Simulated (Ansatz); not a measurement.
C$_{3}$H$_{4}$In (`C#[C][In][CH3]`) radical. Total charge 0; spin multiplicity 2. In takes the def2 core potential. The structure was optimised at the PBE0-D4/def2-TZVP level.

```xyz
8

C     2.559   -1.265    0.498
C     1.490   -0.721    0.673
In   -0.349    0.226    1.193
C    -1.654    0.811   -0.462
H     3.497   -1.744    0.326
H    -1.095    1.511   -1.087
H    -1.877   -0.090   -1.037
H    -2.571    1.271   -0.104
```

Task: What is the dipole moment at ωB97M-V/def2-TZVPP? (An estimate is asked.)

Result: The calculation gave: 0.99 D, with components (-0.89, 0.45, 0.03) D in this frame, pointing from negative to positive charge.

Task: And with PBE, r2SCAN, B3LYP? (Estimate.)

Result: The calculation gave: PBE 0.98 D, r2SCAN 0.99 D, B3LYP 1.04 D.

Task: Give the Mulliken charges with ωB97M-V, r2SCAN, PBE in def2-TZVPP. (Best estimate.)

Result: Computed: 
| atom | ωB97M-V | r2SCAN | PBE |
| --- | --- | --- | --- |
| C1 | -0.01 | -0.05 | 0.05 |
| C2 | -0.55 | -0.49 | -0.48 |
| In3 | 0.53 | 0.50 | 0.42 |
| C4 | -0.61 | -0.46 | -0.55 |
| H5 | 0.22 | 0.21 | 0.19 |
| H6 | 0.14 | 0.10 | 0.12 |
| H7 | 0.14 | 0.10 | 0.12 |
| H8 | 0.14 | 0.09 | 0.12 |

B3LYP here is the variant with VWN-RPA as its local correlation; programs differ in this.
